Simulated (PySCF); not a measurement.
W(O)2(Cl)(OH) (ClHO3W), SMILES [O]=[W](=[O])([OH])[Cl], multiplicity 1.

Geometry: B3LYP-D3(BJ)/def2-SVP. The geometry has at least one imaginary mode, so it is a saddle point at that level. The multiplicity is an assumed one; no other spin state was optimised. The structure was generated by enumeration; whether it is a known compound was not checked. The def2 effective core potentials stand for the cores of W; spin–orbit coupling is left out. Other conformers were not sampled.

Level of theory: PBE0/def2-TZVP (PySCF).

```json
{
  "total_energy": "-753.49816 hartree",
  "point_group": "Cs",
  "highest_occupied_level": "-9.28 eV",
  "lowest_empty_level": "-2.58 eV",
  "orbital_gap": "6.71 eV",
  "dipole_moment": "0.652 e·Å",
  "quadrupole, principal values (traceless, Buckingham form, about the centre of nuclear charge)": "-6.90, -6.18, 13.07 D·Å",
  "mean_static_polarisability": "56.8 bohr³ (8.41 Å³)",
  "polarisability_principal_values": "52.3, 52.4, 65.6 bohr³"
}
```
